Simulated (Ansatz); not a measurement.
`F[SiH]([SiH3])S` + H–F → `F[SiH](F)[SiH3]` + H₂S at 700 K and 1 bar (ligand exchange at the Si–S bond).

Computed with Ansatz on PBE0-D4/def2-TZVP structures; ΔE is electronic, products minus reactants. CBS: MP2 limit from def2 TZ/QZ plus the TZ coupled-cluster correction, frozen cores. This one scheme is used for every species. Each species was taken in one conformer, which may not be the lowest.

| species | CCSD(T)/CBS energy (Eh) | H − E (kJ/mol) | S (J/(mol·K)) |
| --- | --- | --- | --- |
| `F[SiH]([SiH3])S` | -1078.81755 | 199.4 | 468.9 |
| H–F | -100.39570 | 45.2 | 198.5 |
| `F[SiH](F)[SiH3]` | -780.26920 | 171.8 | 433.7 |
| H₂S | -398.97279 | 64.8 | 236.9 |

H − E and S are ideal-gas, rigid-rotor, harmonic terms from PBE0-D4/def2-TZVP, for one conformer and one mirror image of each species. 1 Eh = 2625.50 kJ/mol, R = 8.31446 J/(mol·K).

**Question.** By hand: ΔE, ΔH, ΔS and ΔG.

**Answer.** ΔE = (-780.26920) + (-398.97279) − (-1078.81755) − (-100.39570) = -0.02874 Eh = -75.5 kJ/mol. Δ(H − E) = 171.8 + 64.8 − 199.4 − 45.2 = -8.0, so ΔH = -83.5 kJ/mol. ΔS = 433.7 + 236.9 − 468.9 − 198.5 = 3.2 J/(mol·K). ΔG = -83.5 − 700 × (3.2)/1000 = -85.7 kJ/mol.

**Question.** By hand: the equilibrium constant, and the temperature at which ΔG would vanish if ΔH and ΔS stayed fixed.

**Answer.** log₁₀ K = −ΔG/(RT ln 10) = 6.4. ΔH and −TΔS have one sign here, so there is no such temperature.

The number of gas molecules stays the same, so ΔS is small and ΔH decides. A doubt of 5 kJ/mol in ΔE shifts log₁₀ K by 0.4 here. Other conformers and mirror images would add mixing entropy, several J/(mol·K) or more a flexible species. These are equilibria of isolated gas molecules and say nothing of rates. Largest T1 diagnostic: 0.013 (customary marks: 0.02 for closed shells, 0.045 for open ones).

ΔS is within the doubt of such terms, so its sign, and with it that verdict, could turn.
